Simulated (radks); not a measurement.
The numbers below are computed, except where a source is named.
Question: The mean radii <r> (bohr) of the occupied orbitals of an atom or ion are listed with their occupations. Code: a radial shooting solver on a logarithmic mesh with Libxc functionals. Model: scalar-relativistic Kohn-Sham, LDA (Slater exchange, Perdew-Wang correlation), spin-polarised, spherical densities, finite nucleus; Fermi nuclear charge, rms radius of each element as measured or else 0.836 A^(1/3) + 0.57 fm.

| orbital | occ. | <r> |
|---|---|---|
| 1s | 2 | 0.9593 |

Name the element and its charge. Open shells, if any, are filled with parallel spins first.

Answer: Z = 2, helium, charge 0: He in [He]. The 1s radius gives Z: for a bare nucleus <r> = (2 gamma + 1)/(2Z) with gamma = sqrt(1 - (Z/c)^2), 0.7499 bohr for Z = 2, and screening makes it slightly larger (0.9593 here). The occupations add up to 2, and the charge is Z minus that.
